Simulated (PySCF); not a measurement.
H3Si, SMILES [SiH3-], charge -1.

Coordinates come from a PBE0-D3(BJ)/def2-TZVPD optimisation.

Calculation: PBE/def2-TZVPD in PySCF.

Symmetry labels are those of the subgroup Cs that the program uses (full group C3v).

Question: List the valence orbital energies around the gap with their symmetry. (An estimate is asked for; the answer gives what the named calculation found.)

Answer: 
```csv
orbital,symmetry,energy (eV)
HOMO−7,A',-130.31
HOMO−6,A',-87.06
HOMO−5,A",-87.06
HOMO−4,A',-86.98
HOMO−3,A',-6.22
HOMO−2,A',-1.58
HOMO−1,A",-1.58
HOMO,A',1.14
LUMO,A',4.21
LUMO+1,A",5.28
LUMO+2,A',5.28
LUMO+3,A',6.28
```
